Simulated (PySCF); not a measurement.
Start geometry of [MoSCl5]2- (`[S]=[Mo-2]([Cl])([Cl])([Cl])([Cl])[Cl]`) [radical] from GFN2-xTB (Å):
```
atom  x, y, z in Å
Mo1    0.025   -0.002    0.269
S2     0.212   -0.033    2.421
Cl3   -0.215    0.019   -2.322
Cl4    2.373    0.039   -0.317
Cl5   -2.394   -0.026    0.131
Cl6   -0.032    2.396   -0.060
Cl7    0.031   -2.394   -0.123
```

Problem. What comes out of this run: PBE0-D3(BJ)/def2-SVP geometry optimisation, gas phase, def2 core potentials past Kr in PySCF?

Solution. 
```
atom  x, y, z in Å
Mo1    0.0168   -0.0003    0.1659
S2     0.2071   -0.0343    2.2916
Cl3   -0.2144    0.0233   -2.3152
Cl4    2.4117    0.0586   -0.2523
Cl5   -2.4157   -0.0481    0.1847
Cl6   -0.0582    2.4228   -0.0056
Cl7    0.0528   -2.4221   -0.0690
```

The energy falls by 11.0 kJ/mol over 8 energy and gradient evaluations, the largest force component goes from 0.0140 to 3.5e-04 Eh/bohr, and the atoms move by 0.079 Å rms after alignment. The bond that changes most is Mo1–Cl3 (ends: molybdenum bonded to 5 Cl and S; chlorine bonded to Mo), which shortens by 0.110 Å. Bonds longer at the end by more than 0.005 Å: 4 of 6; shorter: 2. Among the angles that change most is Cl4–Mo1–Cl5, from 162.7° to 170.5°. Rotational constants go from 641.6, 641.0, 629.7 to 655.3, 653.9, 615.0 MHz. The orientation of the end geometry is arbitrary; only internal coordinates are fixed.

The run used 139 basis functions and 85 SCF cycles in all. On one thread of an Arm Neoverse V1, no GPU (shared host), this took 3.2 min of wall time.

Not checked by PBE0-D3(BJ)/def2-SVP frequencies. ⟨S²⟩ = 0.809 (exact for a doublet: 0.75). Whether so highly charged an anion holds all its electrons in the gas phase wasn't checked; a finite basis holds them in any case. The ion is multiply charged and computed without counter-ions or solvent. The geometry's basis has no diffuse functions, a weakness for an anion.

For an open-shell metal species like this, the optimisation's SCF solution wasn't tested for stability and no frequencies at its level were run, so a lower state or another shape may exist.
